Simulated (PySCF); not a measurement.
Co(2+): interval between two levels

Co(2+) [Ar] 3d7 [4F9/2, M_J = 9/2] → Co(2+) [Ar] 3d6 4p1 [6F11/2, M_J = 11/2], as a difference of total energies. Computed with PySCF 2.14 in x2c-SVPall-2c with one added diffuse shell each of s, d type (6s5p4d1f, 48 functions), with the two-component X2C-1e Hamiltonian. Correlated levels: [Ne] frozen; the 6 highest virtual spinors dropped. "Screened" scales the spin-orbit matrix elements by Boettger's factors to mimic the two-electron term; Breit and QED terms are absent.

```csv
method,interval between two levels (cm⁻¹)
GHF (spin-free),93027
GMP2 (spin-free),102110
GHF (screened spin-orbit),93502
GMP2 (screened spin-orbit),102590
```

The labels give the starting determinants; with spin-orbit coupling the two ends relaxed to ⟨J²⟩ = 24.76, ⟨L²⟩ = 12.02, ⟨S²⟩ = 3.75 and ⟨J²⟩ = 35.75, ⟨L²⟩ = 12.02, ⟨S²⟩ = 8.74.
